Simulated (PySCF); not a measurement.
Members of one series of related molecules.

All values: PBE0/pcSseg-1 (PySCF) at GFN2-xTB geometries, gas phase, one conformer each.

(1) Rank by HOMO–LUMO gap, lowest first.
A. `C=CCC1=C(F)[C@H]1N([SiH3])[SiH3]`
B. `C#C[C@@H]1C(F)=C1CC=C`
C. `C=CCC1=C(F)[C@H]1O[SiH3]`
D. `C=CCC1=C(F)C1`

(2) Rank by the highest IAO charge on any atom, highest value first.
A. `C=CCC1=C(F)[C@H]1N([SiH3])[SiH3]`
B. `C1(CC=C)[C@H](O[SiH3])C=1F`
C. `C=CCC1=C(F)[C@@H]1CCC`
D. `C#C[C@@H]1C(F)=C1CC=C`

(3) Rank by the lowest IAO charge on any atom, highest value first.
A. `C=CCC1=C(F)[C@H]1N([SiH3])[SiH3]`
B. `C(C=C)C1=C(F)[C@H]1C#C`
C. `C1([C@H](C=1CC=C)O[SiH3])F`
D. `C(C[C@@H]1C(CC=C)=C1F)C`

## Answers

(1) A (6.72 eV), D (6.93 eV), B (7.33 eV), C (7.62 eV).

(2) B (+0.859 e), A (+0.737 e), D (+0.280 e), C (+0.257 e).

(3) B (-0.316 e), D (-0.416 e), C (-0.639 e), A (-0.781 e).

All values together:

```tsv
SMILES	change	formula	μ (D)	HOMO (eV)	LUMO (eV)	lowest IAO charge (e)	highest IAO charge (e)	lowest Hirshfeld charge (e)	highest Hirshfeld charge (e)
C=CCC1=C(F)C1	parent	C6H7F	1.44	-6.93	0.00	-0.320 (C)	+0.266 (C)	-0.103 (C)	+0.069 (C)
C=CCC1=C(F)[C@@H]1CCC	H on C replaced by nPr	C9H13F	1.43	-6.78	0.06	-0.416 (C)	+0.257 (C)	-0.118 (C)	+0.066 (C)
C=CCC1=C(F)[C@H]1O[SiH3]	H on C replaced by OSiH3	C6H9FOSi	1.85	-7.50	0.12	-0.639 (O)	+0.859 (Si)	-0.234 (O)	+0.366 (Si)
C=CCC1=C(F)[C@H]1N([SiH3])[SiH3]	H on C replaced by N(SiH3)2	C6H12FNSi2	1.66	-6.88	-0.15	-0.781 (N)	+0.737 (Si)	-0.270 (N)	+0.343 (Si)
C#C[C@@H]1C(F)=C1CC=C	H on C replaced by ethynyl	C8H7F	1.68	-7.42	-0.09	-0.316 (C)	+0.280 (C)	-0.122 (C)	+0.089 (H)
```

Conformers: `[CH2:1]=[CH:2][CH2:3][C:4]1=[C:5]([F:6])[CH2:7]1` with C1–C2–C3–C4 -116°, C2–C3–C4–C5 -86°; `[CH2:1]=[CH:2][CH2:3][C:4]1=[C:5]([F:6])[C@@H:7]1[CH2:8][CH2:9][CH3:10]` with C1–C2–C3–C4 112°, C2–C3–C4–C5 68°, C5–C7–C8–C9 -146°, C7–C8–C9–C10 -178°; `[CH2:1]=[CH:2][CH2:3][C:4]1=[C:5]([F:6])[C@H:7]1[O:8][SiH3:9]` with C1–C2–C3–C4 -120°, C2–C3–C4–C5 -2°, C5–C7–O8–Si9 28°; `[CH2:1]=[CH:2][CH2:3][C:4]1=[C:5]([F:6])[C@H:7]1[N:8]([SiH3:9])[SiH3:10]` with C1–C2–C3–C4 -124°, C2–C3–C4–C5 136°, C5–C7–N8–Si9 -10°; `[CH:1]#[C:2][C@@H:3]1[C:4]([F:5])=[C:6]1[CH2:7][CH:8]=[CH2:9]` with C4–C6–C7–C8 -108°, C6–C7–C8–C9 120°.

Give the shifts from the parent, `C=CCC1=C(F)C1`.

```json
{"SMILES": "C=CCC1=C(F)[C@@H]1CCC", "change in μ (D)": "-0.01", "change in HOMO (eV)": "+0.15", "change in LUMO (eV)": "+0.06"}
{"SMILES": "C=CCC1=C(F)[C@H]1O[SiH3]", "change in μ (D)": "+0.41", "change in HOMO (eV)": "-0.57", "change in LUMO (eV)": "+0.12"}
{"SMILES": "C=CCC1=C(F)[C@H]1N([SiH3])[SiH3]", "change in μ (D)": "+0.22", "change in HOMO (eV)": "+0.05", "change in LUMO (eV)": "-0.15"}
{"SMILES": "C#C[C@@H]1C(F)=C1CC=C", "change in μ (D)": "+0.24", "change in HOMO (eV)": "-0.49", "change in LUMO (eV)": "-0.09"}
```
